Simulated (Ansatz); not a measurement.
Reaction (hydrogenolysis of the Si–C bond): `FC[SiH2][SnH3]` + H₂ → `[SiH3][SnH3]` + `CF`

Calculated with Ansatz (gas phase, PBE0-D4/def2-TZVP geometries, no zero-point term in ΔE). CBS: MP2 limit from def2 TZ/QZ plus the TZ coupled-cluster correction, frozen cores. This one scheme is used for every species. def2 core potentials past Kr. For Sn outer-core shells are correlated without core-valence functions, which leaves a few kJ/mol of doubt a bond. One conformer a species, not always the lowest.

`FC[SiH2][SnH3]`:

Cartesian coordinates in Å:
```
F -0.347 1.975 1.041
C 0.195 1.774 -0.225
Si 0.915 0.019 -0.359
Sn -0.830 -1.685 0.426
H 0.963 2.537 -0.389
H -0.597 1.928 -0.964
H 2.153 -0.082 0.460
H 1.274 -0.205 -1.787
H -2.326 -1.384 -0.341
H -1.058 -1.605 2.113
H -0.341 -3.273 0.027
```

H₂:

Cartesian coordinates in Å:
```
H 0.296 0.038 0.223
H -0.296 -0.038 -0.223
```

`[SiH3][SnH3]`:

Z-matrix (Å, degrees):
```
Si
Sn 1 2.560
H 1 1.487 2 110.2
H 1 1.487 2 110.2 3 -120.0
H 1 1.487 2 110.2 3 120.0
H 2 1.708 1 110.8 3 179.5
H 2 1.708 1 110.8 3 -60.5
H 2 1.708 1 110.7 3 59.5
```

`CF`:

```xyz
5

C     0.051   -0.001   -0.033
F    -1.105    0.016    0.714
H     0.645   -0.873    0.247
H     0.617    0.912    0.164
H    -0.209   -0.054   -1.093
```

```
         species  HF/def2-TZVPP energy (Eh)
`FC[SiH2][SnH3]`                 -643.70432
              H₂                   -1.13290
  `[SiH3][SnH3]`                 -505.76175
            `CF`                 -139.10222
```

Work out ΔE.

ΔE = (-505.76175) + (-139.10222) − (-643.70432) − (-1.13290) = -0.02675 Eh = -70.2 kJ/mol. CCSD(T)/CBS gives -41.9 kJ/mol.

Largest T1 diagnostic among the species: 0.013.

In def2-TZVPP, CCSD(T) changes the Hartree–Fock value by +24.9 kJ/mol (the triples alone add +4.8 kJ/mol) and MP2 by +28.7 kJ/mol. The D4 term adds +9.5 kJ/mol with B3LYP and +5.3 kJ/mol with PBE0; it sums over pairs of atoms, weighted by their polarisabilities, and B3LYP, whose exchange is more repulsive, gets the larger term. From PBE to PBE0 (25 % exact exchange), in def2-TZVPP and without D4, ΔE moves by −5.8 kJ/mol.

B3LYP here is the variant with VWN-RPA as its local correlation; programs differ in this.
